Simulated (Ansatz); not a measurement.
Program: Ansatz. Geometries: PBE0-D4/def2-TZVP. ΔE: electronic, gas phase. CCSD(T)/CBS is the MP2 limit (def2-TZVPP, def2-QZVPP) plus CCSD(T) − MP2 in def2-TZVPP, frozen cores. This one scheme is used for every species. DFT in def2-TZVPP. Elements past krypton have def2 core potentials. For Ge, Te outer-core shells are correlated without core-valence functions, which leaves a few kJ/mol of doubt a bond. Scalar relativity is left out up to krypton. One conformer a species, not always the lowest.

`C[Te]CO` + GeH₄ → `OC[Te][GeH3]` + CH₄  (formal exchange of groups at a Te–C bond)

```csv
level,ΔE (kJ/mol)
ωB97X-V,-95.9
B2PLYP,-98.9
HF/def2-TZVPP,-101.4
MP2/CBS(def2),-102.2
```

**Question.** What does CCSD(T)/CBS give? (Estimate.)

**Answer.** Computed: -97.2 kJ/mol. The listed levels differ from it by 1.3, -1.7, -4.2, -5.0 kJ/mol.

Largest T1 diagnostic among the species: 0.012.

CCSD(T)/CBS has its own doubt, a few kJ/mol and more with outer-core shells, so smaller differences from it don't rank the levels.
